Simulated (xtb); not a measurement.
H$_{2}$Be, triplet, geometry from GFN2-xTB (such geometries of metal compounds can be far from the true shape) (a higher spin typed on purpose: for a closed-shell molecule this is an excited state). Base run: GFN2-xTB run with xtb.

xtb was given this input:
```
$ xtb mol.xyz --gfn 2 --uhf 2 --json

# file mol.xyz
3

Be    -0.05315013     0.26940729     0.24031424
H      0.48591557    -1.04044807     0.16569329
H     -0.27331505    -0.03718111    -1.12695024
```

The base run was repeated with changes; each row names its change, and settings that it needs were set with it.

| change | ΔE vs base (kJ/mol) | dipole (D) | G_solv (kcal/mol) | SCF cycles |
|---|---|---|---|---|
| base | 0.00 | 0.01 | - | 10 |
| alpb = cs2 | -37.9 | 0.04 | -9.09 | 10 |
| alpb = dmso | -88.6 | 0.10 | -21.47 | 10 |
| etemp = 3000 | -1.01 | 0.03 | - | 10 |
| acc = 1000 | 0.00 | 0.01 | - | 7 |
| file = coord | 0.00 | 0.01 | - | 10 |

ALPB and GBSA are two models with their own fitted parameters for each solvent, which aren't always the measured dielectric constant.
